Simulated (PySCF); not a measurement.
Cl2H2O2Ti, SMILES [OH][Ti]([OH])([Cl])[Cl], multiplicity 1. Heavy atoms are numbered as in [Ti:1]([Cl:2])([Cl:3])([OH:4])[OH:6]. Hydrogens are named by the atom that carries them.

Coordinates come from a ωB97X-D3(BJ)/def2-SVP optimisation. The geometry has at least one imaginary mode, so it is a saddle point at that level. The spin state was assumed, not searched. The structure was generated by enumeration; whether it is a known compound was not checked. The values are those of a single conformer.

Method: B3LYP/def2-TZVP (PySCF).

ESP charges are fitted to the potential on shells at 1.4 to 2.0 van der Waals radii. Atomic charges (e), one atom of each kind:

```
atom     meta-Löwdin  ESP fit  Mulliken
-------  -----------  -------  --------
Ti1             1.31     0.73       [?]
Cl2            -0.38    -0.21       [?]
O4 (OH)        -0.65    -0.62       [?]
H on O4         0.37     0.46       [?]
```

Task: Some entries are withheld; supply them. (An estimate is asked for; the answer gives what the named calculation found.)

Result: 
- Ti1, Mulliken: 1.38
- Cl2, Mulliken: -0.36
- O4 (OH), Mulliken: -0.67
- H on O4, Mulliken: 0.34
